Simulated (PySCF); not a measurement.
**A survey of $^{29}$Si NMR shifts**

Computational details: shieldings: GIAO PBE0/pcSseg-1, geometry: GFN2-xTB, in PySCF 2.14.0 with density-fitted response routines (a single conformation, no solvent, relativity neglected, equivalent nuclei averaged).

Shieldings were converted by a linear fit to measured shifts: $^{29}$Si: δ = 279.94 − 0.822σ (rms 8.9 ppm, 72 shifts, 25.8 ppm with the 6 outliers that the fit left out vs TMS, solution or neat liquid). A few per cent of atoms miss by over 2 rms, more outside the fitted compound classes.

Task: Give the $^{29}$Si shifts of `C#C[Si@@H](O[SiH3])[Si@H](C)S[SiH3]`, `[SiH3]Oc1ccccc1S`.

Result: 
```csv
compound,environment,δ (ppm)
[CH:1]#[C:2][Si@@H:3]([O:4][SiH3:5])[Si@H:6]([CH3:7])[S:8][SiH3:9],"Si6: silicon bonded to C, S, Si, H",-27.8
[CH:1]#[C:2][Si@@H:3]([O:4][SiH3:5])[Si@H:6]([CH3:7])[S:8][SiH3:9],"Si3: silicon bonded to C, O, Si, H",-41.2
[CH:1]#[C:2][Si@@H:3]([O:4][SiH3:5])[Si@H:6]([CH3:7])[S:8][SiH3:9],"Si5: silicon bonded to O, 3 H",-42.3
[CH:1]#[C:2][Si@@H:3]([O:4][SiH3:5])[Si@H:6]([CH3:7])[S:8][SiH3:9],"Si9: silicon bonded to S, 3 H",-54.1
[SiH3]Oc1ccccc1S,"silicon bonded to O, 3 H",-40.7
```

Task: Order these by $^{29}$Si shift, lowest first.
A. C[C@@H]1CC[P@H](=O)C[C@@H]1[SiH3]
B. C=C[SiH2][C@@H](C)[C@@H](C)CN
C. O=C(O)/C=C/[C@H](Cl)[SiH2]O

Result: A (-56.6 ppm, silicon bonded to C, 3 H), B (-38.5 ppm, silicon bonded to 2 C, 2 H), C (-21.6 ppm, silicon bonded to C, O, 2 H).
